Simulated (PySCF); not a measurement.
# InSCl, singlet: computed properties

All numbers come from PBE0/[In def2-TZVP with ECP28, S def2-TZVP, Cl def2-TZVP], scalar-relativistic core potentials, density fitting, no spin–orbit coupling, PySCF.

The structure is a minimum.

| Quantity | Value |
| --- | --- |
| Point group | C∞v |
| Bond lengths | In–Cl 2.273 Å, In–S 2.184 Å |
| Bond angles | Cl–In–S 180.0° |
| Rotational constants | 0.05066 cm⁻¹ |
| Enthalpy at 298.15 K above 0 K | 14.09 kJ/mol |
| Dipole moment | 2.35 D |
| Highest occupied level | -7.21 eV |
| Zero-point energy | 6.3 kJ/mol |
| Entropy at 298.15 K and 1 bar | 288.6 J/(mol K) |
| Atomisation energy without zero-point energy | 657 kJ/mol |
| Rotational symmetry number | 1 |
| Heat capacity Cp at 298.15 K | 57.1 J/(mol K) |
| Lowest empty level | -2.72 eV |
| Principal polarisabilities | 47.7, 47.7, 109.0 bohr³ |
| Principal quadrupole moments (Buckingham, traceless) about the centre of mass | -10.73, 5.37, 5.37 D Å |

Harmonic modes (masses in u: In 114.904, S 31.972, Cl 34.969):
```csv
symmetry,ω (cm⁻¹),"IR (km/mol, summed over degenerate members)",μ (u)
π,93,19.5,45.02
σ+,366,18.2,35.19
σ+,505,54.8,42.26
```

In C∞v the vibrations span π + 2σ+.

Charges (e):
```csv
atom,Mulliken,Löwdin,polar tensor,Mayer order to In1
In1,0.69,-0.17,1.01,–
S2,-0.39,0.02,-0.50,2.03
Cl3,-0.29,0.15,-0.51,1.06
```

Mulliken populations on In1 (electrons outside its core potential): s 3.10, p 7.02, d 10.12, f 0.07.

Outer orbital energies (eV). occupied: -22.30, -18.26, -12.27, -10.08, -10.08, -9.52, -7.21, -7.21; empty: -2.72, -1.50, -1.50, 1.06.

Counting electrons, indium keeps none of its valence electrons outside its bonds, so the VSEPR class is AX2 and the expected shape is linear; with unlike ligands the computed point group is C∞v.

Other isomers or separated fragments may lie lower.

The final relaxation and frequency run took 19 s on 4 threads of a shared Arm Neoverse V2 host, with 124 basis functions and 9 gradients; the process peaked at 1.1 GiB.
